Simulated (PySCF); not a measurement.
**Working out the ionisation energy of Ni**

Ni [Ar] 3d8 4s2 (3F) → Ni⁺ [Ar] 3d9 (2D). All numbers are calculated (PySCF 2.14, the spin-free X2C one-electron Hamiltonian (Gaussian nucleus), in x2c-QZVPPall with one added diffuse shell each of s, p, d, f, g type (12s8p7d5f3g, 133 functions)). Frozen: [Ne]. Energies in hartree (1 hartree = 27.21139 eV):

```csv
part,Ni (lower),Ni⁺ (upper)
UHF,-1519.137121,-1518.834765
MP2 opposite-spin,-0.489427,-0.523484
MP2 same-spin,-0.230171,-0.257644
```

**Question.** What does Hartree-Fock give?

**Answer.** (-1518.834765) − (-1519.137121) = 0.302356 hartree = 8.228 eV.

**Question.** What do MP2 and SCS-MP2 (6/5 opposite-spin, 1/3 same-spin) give?

**Answer.** The opposite-spin parts differ by -0.927 eV and the same-spin parts by -0.748 eV. MP2: 8.228 + (-0.927) + (-0.748) = 6.553 eV. SCS-MP2: 8.228 + 1.2 × (-0.927) + (-0.748)/3 = 6.866 eV.

A first-order spin-orbit estimate adds 0.052 eV to MP2 (valence and next inner shell), giving 6.605 eV against 7.640 eV (measured; NIST Atomic Spectra Database, ionization energies).

What remains against the reference includes basis incompleteness, the frozen core and correlation beyond second order.
